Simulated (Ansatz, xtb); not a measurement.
**C4H6O3 (SMILES CC(=O)OC(C)=O): methods side by side**

C4H6O3 has 13 atoms, charge 0, and is taken as a singlet. SMILES: `CC(=O)OC(C)=O`. The coordinates come from a PBE0-D4/def2-TZVP relaxation. This is one conformer, not always the lowest.

| atom | x (Å) | y (Å) | z (Å) |
| --- | --- | --- | --- |
| C | 0.8580 | -0.7268 | 2.0943 |
| C | 0.9113 | -0.6921 | 0.6032 |
| O | 1.7202 | -1.2118 | -0.0943 |
| O | -0.1749 | 0.0034 | 0.1048 |
| C | -0.0823 | 0.6759 | -1.0999 |
| C | -1.4207 | 0.7376 | -1.7572 |
| O | 0.9287 | 1.1606 | -1.4923 |
| H | -0.1329 | -1.0372 | 2.4295 |
| H | 1.6193 | -1.4040 | 2.4730 |
| H | 1.0314 | 0.2809 | 2.4798 |
| H | -1.3761 | 1.3991 | -2.6187 |
| H | -1.7076 | -0.2678 | -2.0747 |
| H | -2.1744 | 1.0820 | -1.0475 |

Each level gives the atomisation enthalpy at 298 K (kJ/mol). The values are calculated. The thermal term (zero-point and 298 K enthalpy, harmonic and unscaled) is that of GFN1-xTB; the spin-orbit lowering of the free atoms at 298 K, 1.3 kJ/mol by their spectra, is taken off.

**The experiment to reproduce.** CRC Handbook of Chemistry and Physics gives the atomisation enthalpy at 298 K of the gas as 5496 kJ/mol.

```json
{"level": "HF/6-31G* (spherical functions)", "kind": "Hartree–Fock", "program": "Ansatz", "value (kJ/mol)": "3790", "computed − measured": "-1706", "CPU time (all runs)": "5.6 s"}
{"level": "SVWN5/6-31G* (spherical functions)", "kind": "LDA", "program": "Ansatz", "value (kJ/mol)": "6525", "computed − measured": "+1029", "CPU time (all runs)": "8 s"}
{"level": "PBE/6-31G* (spherical functions)", "kind": "GGA", "program": "Ansatz", "value (kJ/mol)": "5729", "computed − measured": "+233", "CPU time (all runs)": "12 s"}
{"level": "revPBE/6-31G* (spherical functions)", "kind": "GGA", "program": "Ansatz", "value (kJ/mol)": "5496", "computed − measured": "0", "CPU time (all runs)": "11 s"}
{"level": "r2SCAN/6-31G* (spherical functions)", "kind": "meta-GGA", "program": "Ansatz", "value (kJ/mol)": "5537", "computed − measured": "+41", "CPU time (all runs)": "21 s"}
{"level": "B3LYP/6-31G* (spherical functions)", "kind": "global hybrid", "program": "Ansatz", "value (kJ/mol)": "5477", "computed − measured": "-19", "CPU time (all runs)": "12 s"}
{"level": "PBE0/6-31G* (spherical functions)", "kind": "global hybrid", "program": "Ansatz", "value (kJ/mol)": "5537", "computed − measured": "+41", "CPU time (all runs)": "15 s"}
{"level": "CCSD(T)/6-31G* (spherical functions)", "kind": "coupled cluster or CI", "program": "Ansatz", "value (kJ/mol)": "5039", "computed − measured": "-457", "CPU time (all runs)": "1.7 min"}
```

Nearest: revPBE/6-31G* (spherical functions) (0 kJ/mol); farthest: HF/6-31G* (spherical functions) (-1706 kJ/mol). Computed less measured by kind, in kJ/mol (of the ab initio rows, those in 6-31G*): Hartree–Fock -1706; LDA +1029; GGA +0 to +233; meta-GGA +41; global hybrid -19 to +41; coupled cluster or CI -457. In a finite basis correlated wave-function methods underbind, so their errors here aren't those of the basis-set limit. Times are those of the runs behind each value, whatever else they computed, on shared processors of several kinds: orders of magnitude only.
